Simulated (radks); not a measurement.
The barium ion Ba13+, 43 electrons, occupied as [Kr] 4d7. Method: scalar-relativistic Kohn-Sham, PBEsol, spin-polarised, spherical densities, finite nucleus; open shells are filled with parallel spins first (spin-orbit coupling, left out, can overturn this in heavy ions); Fermi nuclear charge, rms radius 4.8378 fm; computed with a radial shooting solver on a logarithmic mesh with Libxc functionals.

Radial electron density D(r) = 4 pi r^2 rho(r):

```
   r/bohr * D(r) (the largest magnitude, 95.4, reaches the edge; | marks zero)
 0.001308 | *
 0.001487 |  *
 0.001676 |  *
 0.001905 |   *
 0.002165 |    *
 0.002442 |     *
 0.002775 |      *
 0.003154 |        *
 0.003556 |          *
 0.004042 |            *
 0.004593 |              *
 0.005179 |                *
 0.005886 |                   *
  0.00669 |                       *
 0.007543 |                          *
 0.008573 |                             *
 0.009744 |                                *
  0.01099 |                                   *
  0.01249 |                                      *
  0.01419 |                                        *
    0.016 |                                         *
  0.01819 |                                         *
  0.02067 |                                         *
   0.0233 |                                        *
  0.02649 |                                      *
   0.0301 |                                     *
  0.03394 |                                    *
  0.03858 |                                     *
  0.04384 |                                       *
  0.04943 |                                          *
  0.05618 |                                              *
  0.06386 |                                                   *
    0.072 |                                                     *
  0.08183 |                                                      *
    0.093 |                                                    *
   0.1049 |                                                *
   0.1192 |                                           *
   0.1355 |                                       *
   0.1527 |                                       *
   0.1736 |                                         *
   0.1973 |                                            *
   0.2224 |                                              *
   0.2528 |                                            *
   0.2873 |                                      *
    0.324 |                              *
   0.3682 |                     *
   0.4185 |                *
   0.4718 |              *
   0.5363 |               *
   0.6095 |                *
   0.6872 |               *
    0.781 |            *
   0.8877 |        *
    1.001 |     *
    1.138 |  *
    1.293 |*
    1.458 *
    1.657 *
    1.883 *
    2.123 *
    2.413 *
```

D(r) has 4 maxima, at r = 0.0179, 0.0793, 0.224, 0.614 bohr, and minima at 0.0345, 0.148, 0.472 bohr, inside which lie 1.96, 11.15, 29.04 electrons.
